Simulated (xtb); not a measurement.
xtb input:

```bash
xtb mol.xyz --gfn 2 --ohess tight --chrg -1 --uhf 0
```
mol.xyz:
```
5

B      0.31265006    -0.71979323     0.39307644
O      1.04889096    -0.13435005    -0.62022662
H      0.65684956     0.66538442    -1.09486811
O     -0.81912721    -0.30134840     0.84177103
H     -1.25951761     0.49563402     0.47886128
```

**Question.** What final total energy does it print?

**Answer.** -10.50150 Eh (GFN2-xTB).
